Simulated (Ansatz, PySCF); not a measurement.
Noncovalent pair: SiH4 (SMILES [SiH4]) (first 5 atoms) with N2 (SMILES N#N); geometry from B3LYP-D3(BJ)/def2-TZVP, rigid monomers moved along the line of their centres of mass till Si1···N7 is 3.18 Å.
(charge 0, multiplicity 1):
```xyz
7

Si     0.082     0.149    -0.190
H      0.400     0.407    -1.613
H      0.258     1.397     0.585
H      0.996    -0.891     0.335
H     -1.318    -0.316    -0.074
N      0.002    -0.323     3.943
N     -0.368    -0.335     2.917
```

Counterpoise-corrected where a basis set is named; no monomer relaxation.

Cores are frozen in the correlated methods. CBS(a, b) extrapolates the correlation energy as X⁻³ and adds the Hartree–Fock energy of set b.

Codes used: Ansatz (an electronic-structure program); PySCF for the dispersion terms. Each number belongs to the level named beside it.

PBE/def2-TZVPPD gives 18.8 meV for the interaction energy.

How do the other levels lie against it? Give each less PBE: PBE-D3(BJ)/def2-TZVPPD, r2SCAN/def2-TZVPPD, B3LYP/def2-TZVPPD, wB97M-V/def2-TZVPPD, MP2/CBS(aug-cc-pV(D+d)Z, aug-cc-pV(T+d)Z), CCSD(T)/CBS(aug-cc-pV(D+d)Z, aug-cc-pV(T+d)Z).

PBE-D3(BJ)/def2-TZVPPD -35.1; r2SCAN/def2-TZVPPD -7.2; B3LYP/def2-TZVPPD 29.3; wB97M-V/def2-TZVPPD -28.6; MP2/CBS(aug-cc-pV(D+d)Z, aug-cc-pV(T+d)Z) -35.1; CCSD(T)/CBS(aug-cc-pV(D+d)Z, aug-cc-pV(T+d)Z) -27.9 meV. 1 of 6 lie above PBE; the widest gap is to PBE-D3(BJ)/def2-TZVPPD.
